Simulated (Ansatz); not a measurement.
Species: H6B3N, SMILES `BB(B)N` (charge 0, multiplicity 1).

Task: Give a relaxed geometry from Ansatz (a program for electronic structure) with B3LYP-D3(BJ)/def2-TZVP.

Result: One answer among several that fit: the end point of this relaxation, one of several conformers (outside a Z-matrix the atoms follow the SMILES, hydrogens last).
Bond lengths (Å): B1–B2 1.673, B1–H5 1.196, B1–H6 1.196, B2–B3 1.673, B2–N4 1.403, B3–H7 1.196, B3–H8 1.196, N4–H9 1.007, N4–H10 1.007. Bond angles (°): B2–B1–H5 122.0, B2–B1–H6 121.9, H5–B1–H6 116.0, B1–B2–B3 113.1, B1–B2–N4 123.4, B3–B2–N4 123.4, B2–B3–H7 122.0, B2–B3–H8 121.9, H7–B3–H8 116.0, B2–N4–H9 123.8, B2–N4–H10 123.8, H9–N4–H10 112.3.
